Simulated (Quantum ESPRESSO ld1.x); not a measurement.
Values are calculated unless marked as measured or tabulated.
Problem. The mean radii <r> (bohr) of the occupied orbitals of an atom or ion are listed with their occupations. Code: ld1.x of Quantum ESPRESSO 7.5. Model: scalar-relativistic Kohn-Sham, LDA (Slater exchange, Perdew-Zunger correlation), spin-polarised, spherical densities, point nucleus.

orbital  occ.      <r>
1s          2  0.02232
2s          2  0.09370
2p          6  0.08234
3s          2   0.2244

Name the element and its charge. Open shells, if any, are filled with parallel spins first.

Solution. Z = 63, europium, charge +51: Eu51+ in [Ne] 3s2. The 1s radius gives Z: for a bare nucleus <r> = (2 gamma + 1)/(2Z) with gamma = sqrt(1 - (Z/c)^2), 0.02203 bohr for Z = 63, and screening makes it slightly larger (0.02232 here). The occupations add up to 12, and the charge is Z minus that.
